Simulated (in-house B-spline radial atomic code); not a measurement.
The numbers below are computed, except where a source is named.
# Ghost states of the separable form: Sc

Sc, [Ar] 3d1 4s2, non-relativistic PBE, spherical and spin-unpolarised, from a B-spline radial code for spherical atoms (atomic units; all potentials screened as in the neutral atom).

Troullier-Martins channels: 4s (ε = -0.1526, r_c = 2.775 bohr), 3p (ε = -1.2350, r_c = 0.86 bohr), 3d (ε = -0.1238, r_c = 2.775 bohr). In the Kleinman-Bylander form one channel serves as the local potential, and each other channel l becomes |δV u><u δV|/<u|δV|u>, with δV = V_l − V_local and u the pseudo-orbital. Its strength is E_KB = <u|δV²|u>/<u|δV|u>. By the analysis of Gonze, Stumpf and Scheffler a spurious state lies below the reference level ε if E_KB > 0 and ε is above the second level of the local potential alone, or if E_KB < 0 and ε is above its first. The table's levels are those of angular momentum l in a sphere of 9 bohr, whose wall can lift a shallow ε a little above its free-atom value.

| local | channel | <u δV u> | <u δV² u> | ε | first local level | second local level |
| --- | --- | --- | --- | --- | --- | --- |
| d | s | 0.11507 | 0.41044 | -0.1506 | -3.8281 | -0.3820 |
| d | p | 0.5938 | 0.78244 | -1.2350 | -1.8693 | -0.0437 |
| s | d | -2.2364 | 10.217 | -0.1236 | 0.0717 | 0.3269 |
| s | p | -3.8341 | 19.117 | -1.2350 | -0.0550 | 0.1922 |
| p | d | -0.33214 | 0.38824 | -0.1236 | 0.0221 | 0.1944 |
| p | s | 0.1295 | 0.30674 | -0.1506 | -3.5011 | -0.4040 |

Problem. Apply the rule to each row.

Solution. Local d, channel s: E_KB = +3.57, so ε = -0.1506 is set against -0.3820: a ghost. Local d, channel p: E_KB = +1.32, so ε = -1.2350 is set against -0.0437: no ghost. Local s, channel d: E_KB = -4.57, so ε = -0.1236 is set against 0.0717: no ghost. Local s, channel p: E_KB = -4.99, so ε = -1.2350 is set against -0.0550: no ghost. Local p, channel d: E_KB = -1.17, so ε = -0.1236 is set against 0.0221: no ghost. Local p, channel s: E_KB = +2.37, so ε = -0.1506 is set against -0.4040: a ghost.

Diagonalising the separable Hamiltonian gives:

```json
{"local": "d", "channel": "s", "three lowest levels": "-1.7625, -0.1506, 0.1189", "all-electron, two lowest valence levels": "-0.1506, 0.1195"}
{"local": "d", "channel": "p", "three lowest levels": "-1.2350, -0.0318, 0.2214", "all-electron, two lowest valence levels": "-1.2350, -0.0436"}
{"local": "s", "channel": "d", "three lowest levels": "-0.1236, 0.1087, 0.4045", "all-electron, two lowest valence levels": "-0.1236, 0.1048"}
{"local": "s", "channel": "p", "three lowest levels": "-1.2350, -0.0222, 0.2436", "all-electron, two lowest valence levels": "-1.2350, -0.0436"}
{"local": "p", "channel": "d", "three lowest levels": "-0.1236, 0.1058, 0.3892", "all-electron, two lowest valence levels": "-0.1236, 0.1048"}
{"local": "p", "channel": "s", "three lowest levels": "-2.1111, -0.1506, 0.1184", "all-electron, two lowest valence levels": "-0.1506, 0.1195"}
```

Problem. Which choices of local channel are safe?

Solution. Free of ghosts: s. With d local the s channel has a ghost 1.61 hartree below ε, since the local potential binds more than one state below ε, and a repulsive term of rank one raises each level at most to the next, so it clears only one of them. With p local the s channel has a ghost 1.96 hartree below ε, since the local potential binds more than one state below ε, and a repulsive term of rank one raises each level at most to the next, so it clears only one of them. Among the safe choices the second level, which tests transfer, is off by at most 21.3 millihartree (s local).
